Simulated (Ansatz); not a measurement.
(HZn-mu-F)2 (Zn2H2F2). Total charge 0; singlet. Geometry r2SCAN-D4/def2-SVP, basis def2-TZVP, Ansatz.

Cartesian coordinates in Å:
```
Zn -0.959 -0.498 0.995
H -1.950 -1.012 2.020
F 0.904 -0.670 0.537
Zn 0.959 0.497 -0.995
H 1.949 1.008 -2.024
F -0.902 0.675 -0.532
```

```tsv
run	HOMO (eV)	LUMO (eV)
A	-8.63	-1.08
B	-7.47	-1.53
C	-7.83	-1.26
D	-11.06	0.75
E	-7.86	-1.62
F	-10.24	0.11
```

B3LYP takes the VWN-RPA correlation.

The runs used B3LYP, B97M-V, CAM-B3LYP, r2SCAN, revPBE, ωB97M-V. Estimate which is which.

A B3LYP (20 % exact exchange); B revPBE (0 % exact exchange); C r2SCAN (0 % exact exchange); D ωB97M-V (range-separated); E B97M-V (0 % exact exchange); F CAM-B3LYP (range-separated). Exact exchange lowers occupied and raises empty levels; among semilocal functionals meta-GGAs tend to open the gap a little, and such runs are hard to tell apart. The gap grows from 5.94 eV (revPBE) to 11.81 eV (ωB97M-V).
